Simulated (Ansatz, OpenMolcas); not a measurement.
# Ansatz → OpenMolcas

This Ansatz 0.2.0 job computes SiHCl2OF (SMILES O[Si](F)(Cl)Cl):

in.yaml:
```yaml
crystal:
  periodic: [false, false, false]
  atoms:
    - {symbol: O, position_ang: [-0.507700, 0.453700, 1.122500]}
    - {symbol: Si, position_ang: [0.219500, 0.013400, -0.247400]}
    - {symbol: F, position_ang: [1.583200, -0.726700, 0.044400]}
    - {symbol: Cl, position_ang: [-0.921300, -1.272900, -1.319600]}
    - {symbol: Cl, position_ang: [0.618000, 1.683900, -1.294500]}
    - {symbol: H, position_ang: [-0.949600, -0.215500, 1.648500]}
basis:
  gaussian: {orbitals: def2-SVP}
output: {orbitals: {seedname: orbitals}}
accuracy: high
hamiltonian: {xc: {name: BLYP}}
```

```bash
$ ansatz run in.yaml --threads 1 --pin off --max-ram 3480MiB --events-out events.jsonl --progress --plain --runs-dir runs
```

The coordinates come from a PBE0-D4/def2-TZVP relaxation. This is one conformer, not always the lowest.

It gives a total energy of -1385.211506 Eh.

Q: How is this level of theory, on these atoms, set up in OpenMolcas 26.06 as an input file of the program's own, asking for the gradient?

A: One way, which was run:

job.inp:
```
&GATEWAY
 BasLib=$CurrDir
 Coord
 6
 angstrom
 O       -0.507700       0.453700       1.122500
 Si       0.219500       0.013400      -0.247400
 F        1.583200      -0.726700       0.044400
 Cl      -0.921300      -1.272900      -1.319600
 Cl       0.618000       1.683900      -1.294500
 H       -0.949600      -0.215500       1.648500
 Basis=def2-SVP
 Group=NoSym

&SEWARD
 GridInput
 Grid=UltraFine
 End of Grid

&SCF
 KSDFT=BLYP
 Thresholds=1e-10 1e-07 1e-07 1e-05
 PrOrbitals=0

&ALASKA
```

```bash
$ export MOLCAS_MEM=1860
$ pymolcas job.inp > job.log
```

(Basis files named in the input come from the Basis Set Exchange and aren't shown.)

Its energy is -1385.211506 Eh, the same as the first but for the last digit, at most.
